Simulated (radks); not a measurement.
Effect of the nuclear size on neutral phosphorus, [Ne] 3s2 3p3. Calculated with a radial shooting solver on a logarithmic mesh with Libxc functionals: Dirac Kohn-Sham, relativistic LDA (MacDonald-Vosko exchange, VWN5 correlation), spin-unpolarised, spherical densities, finite nucleus; open shells are shared between the two j in proportion to 2j + 1; Fermi nuclear charge, rms radius 3.1889 fm. The rms radius is varied about that value; shifts are against it.

| rms radius (fm) | total energy shift (eV) | density at nucleus (e/bohr^3) | 1s1/2 shift (meV) | 2s1/2 shift (meV) |
|---|---|---|---|---|
| 2.6404 | -0.00230 | 2369 | -0.962 | -0.065 |
| 3.0199 | -0.000755 | 2364 | -0.315 | -0.021 |
| 3.1889 | 0 | 2362 | 0.000 | 0.000 |
| 3.3515 | 0.000764 | 2360 | 0.319 | 0.022 |
| 3.7597 | 0.00285 | 2356 | 1.19 | 0.080 |

Slopes of the eigenvalues against <r^2> in GHz/fm^2, as finite differences over the two radii next to the reference (eigenvalue slopes, not the field-shift constants of lines): 1s1/2 72.6, 2s1/2 4.90.
